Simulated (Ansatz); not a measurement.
`C[SiH](F)P` + `[F][AlH][SH]` → `C[S][AlH][F]` + `F[SiH2]P`  (substitution at a C–Si bond)

Gas-phase electronic energies from Ansatz, PBE0-D4/def2-TZVP geometries. CBS: MP2 limit from def2 TZ/QZ plus the TZ coupled-cluster correction, frozen cores. This one scheme is used for every species. Each species was taken in one conformer, which may not be the lowest.

`C[SiH](F)P`:

Cartesian coordinates in Å:
```
C -0.273 0.645 1.147
Si 0.782 0.105 -0.281
F 1.326 1.424 -1.022
P -0.259 -1.146 -1.834
H -0.642 -0.225 1.696
H 0.304 1.267 1.837
H -1.135 1.220 0.801
H 1.967 -0.660 0.189
H -0.564 -2.143 -0.865
H -1.507 -0.486 -1.668
```

`[F][AlH][SH]`:

Z-matrix (Å, degrees):
```
Al
F 1 1.645
S 1 2.169 2 116.3
H 1 1.569 2 119.8 3 -180.0
H 3 1.345 1 91.6 2 179.9
```

`C[S][AlH][F]`:

Cartesian coordinates in Å:
```
C -0.799 -0.989 -0.521
S -0.932 0.829 -0.432
Al 0.910 1.265 0.605
F 1.266 2.839 0.936
H 0.115 -1.358 -0.053
H -1.657 -1.425 -0.012
H -0.807 -1.288 -1.568
H 1.903 0.127 1.045
```

`F[SiH2]P`:

Cartesian coordinates in Å:
```
F -0.129 -2.054 0.463
Si 0.471 -0.635 0.019
P -0.961 0.972 0.652
H 1.756 -0.430 0.732
H 0.703 -0.702 -1.445
H -1.739 0.880 -0.533
H -0.102 1.969 0.111
```

| species | CCSD(T)/CBS(def2) energy (Eh) |
| --- | --- |
| `C[SiH](F)P` | -771.55123 |
| `[F][AlH][SH]` | -740.90186 |
| `C[S][AlH][F]` | -780.15488 |
| `F[SiH2]P` | -732.27050 |

Problem. Work out ΔE.

Solution. ΔE = (-780.15488) + (-732.27050) − (-771.55123) − (-740.90186) = 0.02771 Eh = +72.8 kJ/mol.

Largest T1 diagnostic among the species: 0.013.

In def2-TZVPP, CCSD(T) changes the Hartree–Fock value by +4.1 kJ/mol (the triples alone add −0.7 kJ/mol) and MP2 by +4.8 kJ/mol. Leaving LDA and LC-ωPBE aside and taking each functional with its dispersion term where it has one, the values, not all of them listed here, spread over 8.5 kJ/mol, from revPBE-D4 to B97M-V. LDA lies +4.8 kJ/mol from PBE without D4.
